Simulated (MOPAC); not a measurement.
MOPAC input (PM7):

```
PM7 FORCE THERMO(298,298) PRECISE LET GEO-OK AUX(PRECISION=9) THREADS=1
C3H2O

C    -1.88398351 1    0.02697150 1   -0.06974092 1
C    -0.56367133 1    0.00500153 1   -0.02076928 1
C     0.75145563 1   -0.01689677 1    0.02801014 1
O     1.91344393 1   -0.03611051 1    0.07110550 1
H    -2.45388187 1    0.95040279 1   -0.11958573 1
H    -2.48634353 1   -0.87695580 1   -0.06337588 1
```

From the output:

```
     H    6   3.484097   0.796635   0.102462   0.030602   0.511135   4.198458

          HEAT OF FORMATION =      18.092647 KCALS/MOLE

          ZERO POINT ENERGY      28.547 KCAL/MOL

           NORMAL COORDINATE ANALYSIS (Total motion = 1 Angstrom)

   Root No.       1         2         3         4         5         6         7         8

                 1 B2      1 B1      2 B2      2 B1      3 B2      3 B1      1 A1      2 A1

                 217.6     240.7     389.0     629.1    1016.5    1101.1    1298.7    1506.8

   x  C    1    0.0000   -0.0000    0.0000    0.0000   -0.0000   -0.0000    0.0276   -0.1134
   y  C    1   -0.0841   -0.0016   -0.0370    0.0006    0.0945   -0.0015    0.0000   -0.0000
   z  C    1    0.0012   -0.1099    0.0005    0.0421   -0.0014   -0.1033   -0.0000    0.0000
   x  C    2   -0.0000    0.0000    0.0000   -0.0000    0.0000    0.0000    0.0151   -0.0856
   y  C    2    0.1964    0.0026   -0.1676   -0.0037   -0.0619    0.0004    0.0000   -0.0000
   z  C    2   -0.0029    0.1771    0.0025   -0.2559    0.0009    0.0285   -0.0000    0.0000
   x  C    3   -0.0000    0.0000   -0.0000    0.0000    0.0000    0.0000   -0.0037   -0.0472
   y  C    3    0.0261    0.0019    0.4681    0.0046   -0.0041    0.0000   -0.0000   -0.0000
   z  C    3   -0.0004    0.1291   -0.0069    0.3155    0.0001    0.0031    0.0000    0.0000
   x  O    4    0.0000   -0.0000    0.0000   -0.0000   -0.0000   -0.0000   -0.0770    0.1602
   y  O    4   -0.0757   -0.0017   -0.1981   -0.0014    0.0033   -0.0000   -0.0000    0.0000
   z  O    4    0.0011   -0.1180    0.0029   -0.0948   -0.0000   -0.0006    0.0000   -0.0000
   x  H    5   -0.2129   -0.0000    0.0645    0.0000   -0.3693    0.0000    0.3792    0.1956
   y  H    5   -0.2237   -0.0034    0.0025    0.0021   -0.1959    0.0063    0.2197    0.2232
   z  H    5    0.0033   -0.2327   -0.0000    0.1459    0.0029    0.4322   -0.0032   -0.0033
   x  H    6    0.2129   -0.0000   -0.0645    0.0000    0.3694    0.0000    0.3792    0.1957
   y  H    6   -0.2237   -0.0034    0.0024    0.0021   -0.1959    0.0063   -0.2197   -0.2232
   z  H    6    0.0033   -0.2330   -0.0000    0.1457    0.0029    0.4322    0.0032    0.0033

   Root No.       9        10        11        12

                 4 B2      3 A1      4 A1      5 A1

                2688.4    2689.8    3175.5    5015.8

   x  C    1    0.0000    0.0151   -0.2296   -0.2124
   y  C    1   -0.0580   -0.0000   -0.0000   -0.0000
   z  C    1    0.0008    0.0000    0.0000    0.0000
   x  C    2    0.0000   -0.0260    0.0330    0.4628
   y  C    2   -0.0047   -0.0000    0.0000    0.0000
   z  C    2    0.0001    0.0000   -0.0000   -0.0000
   x  C    3   -0.0000   -0.0502    0.2346   -0.2717
   y  C    3   -0.0001   -0.0000    0.0000   -0.0000
   z  C    3    0.0000    0.0000   -0.0000    0.0000
   x  O    4    0.0000    0.0156   -0.0459    0.0156
   y  O    4   -0.0000    0.0000   -0.0000    0.0000
   z  O    4    0.0000   -0.0000    0.0000   -0.0000
   x  H    5   -0.2822    0.2401    0.1373    0.0027
   y  H    5    0.3741   -0.3764   -0.1825   -0.0186
   z  H    5   -0.0055    0.0055    0.0027    0.0003
   x  H    6    0.2822    0.2400    0.1373    0.0027
   y  H    6    0.3741    0.3765    0.1825    0.0186
   z  H    6   -0.0055   -0.0055   -0.0027   -0.0003

           MASS-WEIGHTED COORDINATE ANALYSIS (NORMAL COORDINATES)

   Root No.       1         2         3         4         5         6         7         8

                 1 B2      1 B1      2 B2      2 B1      3 B2      3 B1      1 A1      2 A1

                 217.6     240.7     389.0     629.1    1016.5    1101.1    1298.7    1506.8

   x  C    1    0.0000   -0.0000    0.0000    0.0000   -0.0000   -0.0000    0.1362   -0.4243
   y  C    1   -0.3181   -0.0054   -0.0673    0.0014    0.4604   -0.0073    0.0000   -0.0000
   z  C    1    0.0047   -0.3709    0.0010    0.0986   -0.0067   -0.4989   -0.0000    0.0000
   x  C    2   -0.0000    0.0000    0.0000   -0.0000    0.0000    0.0000    0.0743   -0.3205
   y  C    2    0.7423    0.0088   -0.3052   -0.0088   -0.3016    0.0020    0.0000   -0.0000
   z  C    2   -0.0109    0.5977    0.0045   -0.5992    0.0044    0.1376   -0.0000    0.0000
   x  C    3   -0.0000    0.0000   -0.0000    0.0000    0.0000    0.0000   -0.0183   -0.1767
   y  C    3    0.0988    0.0064    0.8523    0.0108   -0.0201    0.0002   -0.0000   -0.0000
   z  C    3   -0.0014    0.4358   -0.0125    0.7389    0.0003    0.0150    0.0000    0.0000
   x  O    4    0.0000   -0.0000    0.0000   -0.0000   -0.0000   -0.0000   -0.4383    0.6920
   y  O    4   -0.3302   -0.0067   -0.4163   -0.0038    0.0186   -0.0001   -0.0000    0.0000
   z  O    4    0.0048   -0.4597    0.0061   -0.2561   -0.0003   -0.0036    0.0000   -0.0000
   x  H    5   -0.2331   -0.0000    0.0340    0.0000   -0.5212    0.0000    0.5415    0.2121
   y  H    5   -0.2450   -0.0033    0.0013    0.0015   -0.2765    0.0089    0.3138    0.2420
   z  H    5    0.0036   -0.2275   -0.0000    0.0990    0.0041    0.6049   -0.0046   -0.0035
   x  H    6    0.2331   -0.0000   -0.0340    0.0000    0.5213    0.0000    0.5415    0.2122
   y  H    6   -0.2450   -0.0033    0.0013    0.0014   -0.2764    0.0089   -0.3138   -0.2420
   z  H    6    0.0036   -0.2278   -0.0000    0.0988    0.0040    0.6049    0.0046    0.0035

   Root No.       9        10        11        12

                 4 B2      3 A1      4 A1      5 A1

                2688.4    2689.8    3175.5    5015.8

   x  C    1    0.0000    0.0783   -0.6616   -0.3678
   y  C    1   -0.2892   -0.0000   -0.0000   -0.0000
   z  C    1    0.0042    0.0000    0.0000    0.0000
   x  C    2    0.0000   -0.1348    0.0952    0.8014
   y  C    2   -0.0233   -0.0000    0.0000    0.0000
   z  C    2    0.0003    0.0000   -0.0000   -0.0000
   x  C    3   -0.0000   -0.2603    0.6761   -0.4704
   y  C    3   -0.0003   -0.0000    0.0000   -0.0000
   z  C    3    0.0000    0.0000   -0.0000    0.0000
   x  O    4    0.0000    0.0935   -0.1526    0.0312
   y  O    4   -0.0001    0.0000   -0.0000    0.0000
   z  O    4    0.0000   -0.0000    0.0000   -0.0000
   x  H    5   -0.4075    0.3605    0.1146    0.0013
   y  H    5    0.5402   -0.5653   -0.1524   -0.0093
   z  H    5   -0.0079    0.0083    0.0022    0.0001
   x  H    6    0.4075    0.3605    0.1146    0.0013
   y  H    6    0.5402    0.5653    0.1524    0.0093
   z  H    6   -0.0079   -0.0083   -0.0022   -0.0001

          DESCRIPTION OF VIBRATIONS

 VIBRATION          1    1B2         ATOM PAIR     ENERGY CONTRIBUTION    RADIAL
 FREQUENCY           217.64         C 1 -- C 2         +36.0% (209.9%)      0.0%
 TRANSITION DIPOLE   0.7823         C 1 -- H 5         +25.0% (174.9%)     58.9%
 TRAVEL (Ang.)       0.2787         C 1 -- H 6         +25.0% (174.9%)     58.9%
 REDUCED MASS        3.9900         C 2 -- C 3         +12.6% (124.0%)      0.0%
 EFFECTIVE MASS     33.0431
 FORCE CONSTANT      0.1114

 VIBRATION          2    1B1         ATOM PAIR     ENERGY CONTRIBUTION    RADIAL
 FREQUENCY           240.73         C 1 -- C 2         +56.3% (167.5%)      0.0%
 TRANSITION DIPOLE   0.2868         C 3 -- O 4         +29.8% (121.8%)      0.0%
 TRAVEL (Ang.)       0.3100         C 2 -- C 3          +9.5% ( 68.8%)      0.0%
 REDUCED MASS        2.9148         C 1 -- H 5          +2.2% ( 32.9%)      0.0%
 EFFECTIVE MASS     20.9002
 FORCE CONSTANT      0.0995

 VIBRATION          3    2B2         ATOM PAIR     ENERGY CONTRIBUTION    RADIAL
 FREQUENCY           389.00         C 3 -- O 4         +49.1% ( 91.1%)      0.0%
 TRANSITION DIPOLE   2.2653         C 2 -- C 3         +42.4% ( 84.7%)      0.0%
 TRAVEL (Ang.)       0.1582         C 1 -- C 2          +4.8% ( 28.6%)      0.0%
 REDUCED MASS        6.9264         C 1 -- H 5          +1.8% ( 17.5%)     26.4%
 EFFECTIVE MASS     12.8781
 FORCE CONSTANT      0.6175

 VIBRATION          4    2B1         ATOM PAIR     ENERGY CONTRIBUTION    RADIAL
 FREQUENCY           629.05         C 2 -- C 3         +57.5% ( 91.4%)      0.0%
 TRANSITION DIPOLE   2.1643         C 3 -- O 4         +27.7% ( 63.5%)      0.0%
 TRAVEL (Ang.)       0.1436         C 1 -- C 2         +14.6% ( 46.0%)      0.0%
 REDUCED MASS        5.1998
 EFFECTIVE MASS     12.1897
 FORCE CONSTANT      1.2123

 VIBRATION          5    3B2         ATOM PAIR     ENERGY CONTRIBUTION    RADIAL
 FREQUENCY          1016.49         C 1 -- H 5         +42.7% ( 80.6%)     14.1%
 TRANSITION DIPOLE   0.0664         C 1 -- H 6         +42.7% ( 80.6%)     14.1%
 TRAVEL (Ang.)       0.2740         C 1 -- C 2         +13.8% ( 45.8%)      0.0%
 REDUCED MASS        0.8835         C 2 -- C 3          +0.8% ( 10.9%)      0.0%
 EFFECTIVE MASS      3.7844
```
